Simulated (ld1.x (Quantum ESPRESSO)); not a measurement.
# C (Z = 6) RRKJ: all-electron and pseudo phase curves

* Element: C (Z = 6)
* Generator: ld1.x (Quantum ESPRESSO) 7.5
* Type: norm-conserving RRKJ (Kleinman–Bylander form)
* Functional: PBE
* Relativity: non-relativistic
* Frozen core: [He]
* Valence charge: 4
* Reference configuration: 2s2 2p2
* Partial waves: 2s (bound): rc 1.10 bohr; 2p (bound): rc 2.10 bohr; 3d channel at 0.05 Ry: rc 1.90 bohr
* Local potential: the d channel
* Core correction: none

The phase is arctan(r·u′/u) with u = r·R(r), unwrapped; energies in Ry, scanned from -3 to 5 Ry. A pole is an energy at which the radial function vanishes at the test radius. The pseudo phase is shifted by a multiple of π to meet the all-electron one at the reference energy, and phase errors are pseudo minus all-electron; the curves can meet again beyond the range given. Levels narrower than the energy grid can be missing from the lists of poles.

Problem. For each channel, where are the poles, and over which energies does the pseudopotential scatter like the atom?

Solution.

| channel | radius (bohr) | reference energy (Ry) | poles, all-electron | poles, pseudo | unbroken range about the reference energy with phases within 0.05 rad | phase error 1 Ry above the reference energy (rad) |
| --- | --- | --- | --- | --- | --- | --- |
| s | 2.29 | -1.01 | -0.37 | -0.37 | below 2.3 | -0.001 |
| p | 2.29 | -0.39 | 0.27 | 0.28 | below 1.8 | +0.007 |
| d | 2.29 | 0.05 | 4.10 | 4.13 | the whole range | +0.000 |

Phases in the p channel:

```
E (Ry)  all-electron  pseudo
 -3.00         1.298   1.298
 -2.52         1.266   1.266
 -2.04         1.218   1.218
 -1.56         1.133   1.134
 -1.08         0.931   0.934
 -0.60         0.010   0.012
 -0.12        -1.313  -1.312
  0.36        -1.605  -1.601
  0.84        -1.740  -1.730
  1.32        -1.855  -1.835
  1.80        -2.005  -1.961
  2.28        -2.290  -2.166
  2.76        -2.979  -2.603
  3.24        -3.875  -3.441
  3.72        -4.281  -4.061
  4.20        -4.456  -4.330
  4.68        -4.552  -4.465
```
